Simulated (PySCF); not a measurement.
# Vertical excitation energies

Compound: ethylmethylacetylchloride, C5H9ClO.
Z-matrix (Å and degrees, PBE0-D3(BJ)/def2-SVP geometry), rows numbered from 1:
```
C 
C   1  1.5192
C   2  1.5310  1  114.15
C   3  1.5264  2  112.19  1  -179.92
C   3  1.5105  2  111.91  1    55.09
O   5  1.1814  3  127.57  2  -120.93
Cl  5  1.8062  3  112.62  2    59.58
H   1  1.1015  2  111.53  3    56.92
H   1  1.1016  2  111.52  3   -63.45
H   1  1.0999  2  110.98  3   177.06
H   2  1.1023  1  110.23  3   122.52
H   2  1.1028  1  110.17  3  -120.38
H   3  1.1031  2  109.00  1   -58.67
H   4  1.0997  3  110.76  2   -61.17
H   4  1.1000  3  109.61  2    58.31
H   4  1.0999  3  111.65  2   178.01
```

Method used: TDDFT CAM-B3LYP/def2-SVPD, vertical, gas phase, core orbitals frozen in the response (PySCF).

| state | E (eV) | λ (nm) | ν̃ (cm⁻¹) | f | main configurations (H = HOMO, L = LUMO) |
| --- | --- | --- | --- | --- | --- |
| S1 | 5.12 | 242.3 | 41260 | 0.0008 | H→L (95%) |
| S2 | 6.71 | 184.8 | 54100 | 0.0000 | H-1→L (96%) |
| S3 | 7.00 | 177.2 | 56430 | 0.0040 | H-2→L (74%), H→L+1 (10%), H→L+2 (8%) |
| S4 | 7.81 | 158.8 | 62980 | 0.029 | H-3→L (53%), H-1→L+1 (11%), H→L+1 (8%) |
| S5 | 7.85 | 158.0 | 63310 | 0.025 | H-3→L (30%), H-1→L+1 (18%), H-1→L+2 (14%) |
| S6 | 7.95 | 155.9 | 64160 | 0.0020 | H-2→L+1 (46%), H-2→L+2 (36%) |
| S7 | 8.14 | 152.2 | 65690 | 0.101 | H-4→L (55%), H-1→L+1 (10%), H→L+1 (10%) |
| S8 | 8.30 | 149.3 | 66980 | 0.123 | H→L+1 (46%), H-4→L (26%) |
| S9 | 8.62 | 143.8 | 69550 | 0.012 | H-5→L (70%) |
| S10 | 8.65 | 143.4 | 69740 | 0.084 | H→L+2 (31%), H→L+5 (26%), H-5→L (13%) |

Triplets, Tamm–Dancoff:

| state | E (eV) | λ (nm) | main configurations (H = HOMO, L = LUMO) |
| --- | --- | --- | --- |
| T1 | 4.59 | 269.8 | H→L (94%) |
| T2 | 5.93 | 208.9 | H-2→L (71%), H-8→L (8%) |
| T3 | 6.56 | 189.1 | H-1→L (94%) |
| T4 | 6.85 | 181.1 | H→L+1 (40%), H→L+2 (30%) |

The lowest singlet comes at 242 nm (494 kJ/mol) in the ultraviolet; it is very weak; its leading configuration is HOMO→LUMO (95%). The most intense listed level is S8 at 8.30 eV (149 nm, f = 0.123), 3.19 eV above S1. Löwdin shares by element: HOMO oxygen 48%, chlorine 25%, carbon 16% or more; LUMO carbon 45% or more, oxygen 33%, chlorine 11%. Orbital energies (eV): HOMO-3 -11.20, HOMO-2 -10.68, HOMO-1 -10.60, HOMO -9.83, LUMO 0.08, LUMO+1 1.06, LUMO+2 1.63. Of the 10 states listed, 6 reach f = 0.01 and 1 stays under 0.0005. The listed states span 3.53 eV, and the widest gap between neighbours is 1.59 eV (S1 to S2). The vertical ionisation energy (ΔSCF) is 10.66 eV, 2.01 eV above S10. The window holds the lowest 10 singlets.

Hardware: an Arm Neoverse V1 with one thread, no GPU (shared host). Cost: 5.0 min of wall time, 1.0 GiB resident at most.

One conformer stands for the species.
